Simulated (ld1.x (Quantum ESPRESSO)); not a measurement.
**What one change does to a pseudopotential (antimony, TM semilocal)**

```
Element                 : antimony (Sb)
Generator               : ld1.x (Quantum ESPRESSO) 7.5
Type                    : norm-conserving Troullier–Martins (semilocal form)
Functional              : PBE
Relativity              : scalar-relativistic
Frozen core             : [Kr]
Valence charge          : 15
Reference configuration : 4d10 5s2 5p2 (charge +1)
Partial waves           : 5p (bound): rc 1.85 bohr; 4d (bound): rc 1.15 bohr; 4f channel at -0.05 Ry: rc 1.60 bohr; 5s (bound): rc 1.60 bohr
Local potential         : the s channel
Core correction         : none
```

Change: wave 5p (bound): rc 1.85 bohr becomes 5p (bound): rc 1.28 bohr.

Cutoffs: the cutoffs (Ry, on a coarse ladder) from which the occupation-weighted sum of valence levels, in a spherical-Bessel basis at the reference potential, stays within 10 and 1 mRy of its value at 400 Ry; they do not see the model core or the augmentation charge, which bear on the density cutoff. Errors are all-electron minus pseudo energies relative to the spin-unpolarised reference configuration.

Problem. How do hardness, ghosts and transferability respond?

Solution. A bound ghost appears in p, which as a rule spoils a file; the miss of the reference levels goes from 0.00 to 0.78 eV; the number of tests that count goes from 7 to 6; of the 6 tests that both files solve, the error grows in 6 and shrinks in 0 by more than 15 % and 0.3 meV (median size 3.3 → 99.2 meV). That the errors move this way runs against the usual rule that smaller radii transfer better. A semilocal file is local in each channel, so a ghost entry of none says nothing of the separable form that plane-wave codes build from it.

```csv
quantity,base,changed
"cutoff, loose",110 Ry,140 Ry
"cutoff, tight",180 Ry,over 300 Ry
loose cutoff by channel (10 mRy a level),"p 10 Ry, d 90 Ry, s 30 Ry","p 80 Ry, d 90 Ry, s 30 Ry"
bound ghosts,none,p
"largest miss of a reference level, eV",0.00,0.78
"tests counted (converged, no solver errors)",7 of 7,6 of 7
"error for 4d10 5s2 5p3, meV [ΔE -8.32 eV]",+4.5,+111
"error for 4d10 5s2 5p1, meV [ΔE 15.97 eV]",+0.6,-48
"error for 4d10 5s2 5p0, meV [ΔE 40.38 eV]",+12,+88
"error for 4d10 5s1 5p3, meV [ΔE 8.73 eV]",+1.1,-140
"error for 4d10 5s2 5p3.3, meV [ΔE -9.48 eV]",+6.0,+142
"error for 4d10 5s2 5p2.5, meV [ΔE -5.05 eV]",+2.0,+54
```

Changed file: Tests not counted: 4d9 5s2 5p3 (solver errors, printed error -109 eV). A true bound ghost makes a file unfit for plane-wave use even where its test errors are small: the radial tests pick states by their node count and pass the ghost by. Where a test does run into it, the solver fails or the error is huge.
